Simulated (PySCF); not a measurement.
BI2, SMILES I[B]I, multiplicity 2. Geometry optimised at PBE-D3(BJ)/def2-TZVP. The isomer is the one that the SMILES or the coordinates give; other isomers of the formula were not compared. The def2 effective core potentials stand for the cores of I; spin–orbit coupling is left out.

Calculation: PBE-D3(BJ)/def2-TZVP (PySCF).

Harmonic wavenumbers (cm⁻¹): 116, 436, 742. Rotational constants (GHz): 57.74, 0.5574, 0.5520; symmetry number 2.

### Question
Work out the zero-point energy and the ideal-gas rigid-rotor harmonic-oscillator thermochemistry at 298.15 K and 1 atm.

### Answer
ZPE = ½ Σ hcν = ½ × 1293 cm⁻¹ = 1.85 kcal/mol. H − E(el) = 4.90 kcal/mol. Entropy in cal/(mol K): translation 42.62, rotation 25.92, vibration 4.27, spin 1.38, total 74.19. G − E(el) = -17.22 kcal/mol. Cp = 12.03 cal/(mol K). Modes under 150 cm⁻¹ make the vibrational entropy uncertain.
